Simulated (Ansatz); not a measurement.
(MgCl2)n off (charge +1): r2SCAN-D4/def2-TZVP single points in Ansatz on relaxed structures, gas phase. Each cluster is the lowest isomer that a short search found in that spin, judged at the geometry's level, and lower ones may exist. HOMO and LUMO are taken over both spins. The spins of the ions were chosen, not always searched. A dash marks a value that wasn't run or was left out as unsound. The structures are stationary points that may keep the symmetry of their start.

```
species  atoms                         state             geometry  HOMO (eV)  LUMO (eV)  gap (eV)  vertical EA (eV)  lowest of the spins relaxed  point group (within 0.1 Å)
 MgCl2⁺      3  doublet; reduced ion singlet  r2SCAN-D4/def2-TZVP     -13.16     -11.82      1.35              8.71  doublet, of doublet/quartet                         C2v
Mg2Cl2⁺      4  doublet; reduced ion triplet    PBE0-D4/def2-TZVP      -9.04      -8.42      0.62              6.24  doublet, of doublet/quartet                         D2h
Mg3Cl4⁺      7                       doublet     PBE0-D4/def2-SVP      -8.11      -6.63      1.48                 –                            –                         C2v
```

The gap (eV) runs from 0.62 (Mg2Cl2⁺) to 1.48 (Mg3Cl4⁺).
